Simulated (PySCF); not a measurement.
## Fractional electron number in Ru⁺ (ruthenium, charge +1)

The 4d beta orbital of [Kr] 4d7 is emptied in steps (occupation f), with all orbitals relaxed, ending at [Kr] 4d6. Calculation: PySCF 2.14, in aug-cc-pVDZ-PP with ECP28MDF (5s5p4d2f, 54 functions); a scalar-relativistic core potential. The exact energy is a straight line in f; departures are measured from the line between the end points of the same method.

```
   f  r2SCAN0 (eV)
   1         0.000
0.75        -0.640
 0.5        -0.854
0.25        -0.638
   0         0.000
```

```csv
method,E(f=0) − E(f=1) (eV),−ε at f=1 (eV),−ε at f=0.5 (eV)
r2SCAN0,16.523,13.127,16.526
```

Orbital energy along the path (eV):

| f | r2SCAN0 |
| --- | --- |
| 1 | -13.127 |
| 0.75 | -14.810 |
| 0.5 | -16.526 |
| 0.25 | -18.240 |
| 0 | -19.882 |

Reference removal energy between the ground levels: 16.76 ± 0.06 eV (semi-empirical (NIST evaluation); NIST Atomic Spectra Database, ionization energies). The calculation has no spin-orbit coupling. The determinant left behind need not be the lowest term of the ion.
